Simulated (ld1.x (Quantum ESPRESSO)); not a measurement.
technetium (Tc): one change to a TM semilocal potential, before and after

```
Element                 : Tc (Z = 43)
Generator               : ld1.x (Quantum ESPRESSO) 7.5
Type                    : norm-conserving Troullier–Martins (semilocal form)
Functional              : LDA (PZ)
Relativity              : scalar-relativistic
Frozen core             : [Kr]
Valence charge          : 7
Reference configuration : 4d5 5s0 5p0 (charge +2)
Partial waves           : 5p (bound, empty): rc 2.75 bohr; 4d (bound): rc 1.55 bohr; 5s (bound, empty): rc 2.10 bohr
Local potential         : the s channel
Core correction         : none
```

Change: all radii scaled by about 1.12 (s 2.36, p 3.08, d 1.74 bohr).

Cutoffs: the cutoffs (Ry, on a coarse ladder) from which the occupation-weighted sum of valence levels, in a spherical-Bessel basis at the reference potential, stays within 10 and 1 mRy of its value at 400 Ry; they do not see the model core or the augmentation charge, which bear on the density cutoff. Errors are all-electron minus pseudo energies relative to the spin-unpolarised reference configuration.

Problem. What does the change do?

Solution. The potential gets softer (50 Ry and 60 Ry → 45 Ry and 55 Ry); of the 9 tests that both files solve, the error grows in 0 and shrinks in 1 by more than 15 % and 0.3 meV (median size 36.7 → 37.1 meV); neither file shows a bound ghost. A larger radius leaves more room for a smooth pseudo-wave, so fewer plane waves are needed. A semilocal file is local in each channel, so a ghost entry of none says nothing of the separable form that plane-wave codes build from it.

| quantity | base | changed |
| --- | --- | --- |
| cutoff, loose | 50 Ry | 45 Ry |
| cutoff, tight | 60 Ry | 55 Ry |
| bound ghosts | none | none |
| error for 4d5 5s2 5p0, meV [ΔE -23.63 eV] | +80 | +66 |
| error for 4d5 5s1 5p0, meV [ΔE -15.20 eV] | +30 | +26 |
| error for 4d4 5s0 5p0, meV [ΔE 28.93 eV] | -37 | -37 |
| error for 4d6 5s0 5p0, meV [ΔE -17.09 eV] | -12 | -12 |
| error for 4d3 5s0 5p0, meV [ΔE 71.16 eV] | -172 | -170 |
| error for 4d5 5s0 5p2, meV [ΔE -15.74 eV] | +30 | +29 |
| error for 4d5 5s0 5p1, meV [ΔE -10.52 eV] | +14 | +13 |
| error for 4d5 5s0 5p0 (spin-polarised), meV [ΔE -3.92 eV] | +4566 | +4569 |
| error for 4d5 5s2 5p0 (spin-polarised), meV [ΔE -27.13 eV] | +4088 | +4078 |
